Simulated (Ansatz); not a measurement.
Ansatz (a program for electronic structure) input (CCSD(T)/STO-3G):

Ansatz 0.2 input:
```yaml
crystal:
  periodic: [false, false, false]
  atoms:
    - {symbol: B, position_ang: [0.16839656, 0.13790500, -0.48883775]}
    - {symbol: F, position_ang: [1.12695929, -0.44488393, 0.22267439]}
    - {symbol: N, position_ang: [-1.10898947, 0.34994639, 0.00528029]}
    - {symbol: H, position_ang: [-1.83226603, 0.79080338, -0.53444162]}
    - {symbol: H, position_ang: [-1.38942405, 0.07400228, 0.93759890]}
basis:
  gaussian:
    orbitals: STO-3G
magnetization: {spin_polarized: true, initial_magnetization: 1}
correlation: {method: ccsd_t, electrons: outside_noble_gas}
```

End of the output:

```
integrals: 0.00 GiB planned
233 factors; integrals over basis functions are off by at most 5.4e-5 eV
0.05 GiB of device memory are held for the factors and their scratch space
mean field: 0.05 GiB planned
mean field evaluation 1: about -4823.4731 eV, gradient 1.3e1 eV
mean field evaluation 2: about -4823.5560 eV, gradient 1.3e1 eV
mean field evaluation 4: about -4825.2143 eV, gradient 1.7e0 eV
mean field evaluation 8: about -4825.2679 eV, gradient 1.9e-2 eV
mean field evaluation 16: about -4825.1778 eV, gradient 5.9e-1 eV
mean field -4825.26790957 eV, -177.3253249926 hartree, gradient 1.0e-6 eV, S^2 0.754738; 0 other end points of the search recorded, 0 dependent functions left out
3 core orbitals not correlated
reference -4825.26790957 eV, -177.3253249926 hartree; 9, 8 occupied and 5, 6 virtual orbitals, 233 factors
second order -2.58790231 eV of doubles, -0.00000000 eV of singles
coupled cluster: 0.09 GiB planned
cycle   1  -2.88664264 eV  change   -3.0e-1 eV  update   8.0e-2
cycle   2  -3.11777583 eV  change   -2.3e-1 eV  update   2.7e-2
cycle   3  -3.18207262 eV  change   -6.4e-2 eV  update   1.4e-2
cycle   4  -3.18649370 eV  change   -4.4e-3 eV  update   4.3e-3
cycle   5  -3.18560264 eV  change    8.9e-4 eV  update   1.8e-3
cycle   6  -3.18643025 eV  change   -8.3e-4 eV  update   7.4e-4
cycle   7  -3.18649690 eV  change   -6.7e-5 eV  update   2.5e-4
cycle   8  -3.18655131 eV  change   -5.4e-5 eV  update   1.1e-4
cycle   9  -3.18662656 eV  change   -7.5e-5 eV  update   4.6e-5
cycle  10  -3.18661291 eV  change    1.4e-5 eV  update   1.7e-5
cycle  11  -3.18660499 eV  change    7.9e-6 eV  update   6.4e-6
perturbative correction -0.14002386 eV, -0.0051457821 hartree
Total energy: -4828.59453842 eV, -177.4475763481 hartree
```

It need not be the lowest isomer of its formula.
